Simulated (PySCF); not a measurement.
Species: C₇H₇ (doublet state).
SMILES with atom numbers: `[H]/[C:1]=[CH:2]/[C:3]([CH3:4])=[CH:5]\[C:6]#[CH:7]` (hydrogens: H8 on C1; H9 on C2; H10, H11, H12 on C4; H13 on C5; H14 on C7)

Cartesian coordinates in Å at the GFN2-xTB level; atoms count from 1:
```xyz
14
C7H7 angstrom
C     -1.278    1.660    1.119
C     -0.327    0.827    0.817
C     -0.332   -0.077   -0.326
C     -1.549   -0.072   -1.196
C      0.720   -0.875   -0.578
C      1.886   -0.914    0.207
C      2.892   -0.960    0.865
H     -1.489    2.391    1.864
H      0.586    0.746    1.424
H     -2.425   -0.343   -0.609
H     -1.446   -0.768   -2.025
H     -1.717    0.929   -1.590
H      0.711   -1.542   -1.431
H      3.769   -1.000    1.439
```

The hyperfine couplings belong to this conformer and change with its torsions.

Method: UKS B3LYP, pcH-1 on C H, non-relativistic, mean-field spin-orbit, GIAO in PySCF 2.14.0. Isolated species at its GFN2-xTB geometry (one conformer only). A GFN2-xTB geometry isn't a minimum of the functional, and hyperfine couplings can be far from their values at a DFT geometry. The SCF solution wasn't tested for stability.

(1) What is the g tensor, term by term?

(2) What are the electron Larmor frequencies g μB B/h along the three axes at 340 mT?

(3) At 9.427 GHz, how far is the centre of the isotropic spectrum from where a free electron (g = 2.002319) resonates?

(4) What effective moment and Curie constant follow for a powder?

(5) In a frozen sample, at which fields do the three g values resonate at 9.5, 34, 94 and 263 GHz (hyperfine left aside), and which band first spreads them over more than twice a line width of 1.0 mT?

Results:

(1) 
```
                    Δg (ppm)     1     2     3
relativistic mass correction  -145  -145  -145
            gauge correction    21    15    -3
   orbital Zeeman/spin–orbit  -541   -12   717
                       total  -665  -142   569
```

So g = 2.00165, 2.00218, 2.00289 and g_iso = 2.00224; the tensor is rhombic: the two nearest values differ by 42 % of g3 − g1. Axes: g1 points within 2° of the C1–H8 bond and g2 points within 11° of the C2–H9 bond.

(2) 9.5253, 9.5278, 9.5312 GHz for g1, g2 and g3, a range of 5.9 MHz.

(3) B = hν/(g μB) with μB/h = 13.99624 MHz/mT gives 336.38 mT for the free electron and 336.39 mT at g_iso, 0.01 mT higher.

(4) With the mean of g² = 4.0090 and S(S+1) = 0.75: μ_eff = √(⟨g²⟩S(S+1)) = 1.734 μB and χT = 0.12505·⟨g²⟩·S(S+1) = 0.376 cm³ K/mol (cgs; spin-Hamiltonian part alone).

(5) 
```
band    GHz  B(g3) mT  B(g2) mT  B(g1) mT  spread mT
   X    9.5    338.89    339.01    339.10       0.21
   Q   34.0   1212.86   1213.29   1213.61       0.75
   W   94.0   3353.20   3354.39   3355.27       2.07
   J  263.0   9381.83   9385.16   9387.61       5.78
```

The spread grows in proportion to the frequency. W band is the first where it exceeds 2.0 mT.

Largest spin populations (Mulliken): C1 (+1.06), C2 (-0.18), H9 (+0.08) and C3 (+0.07). C1 is the only atom above +0.15. The positive populations add up to 1.24 and the negative ones to -0.24, together 2S = 1.

The HOMO–LUMO gaps are 4.79 eV among the α and 3.86 eV among the β orbitals.

The run took 74 s (grids of density and orbitals included) on Arm Neoverse N1, one thread, no GPU, shared host, and the process peaked at 0.90 GiB of memory.
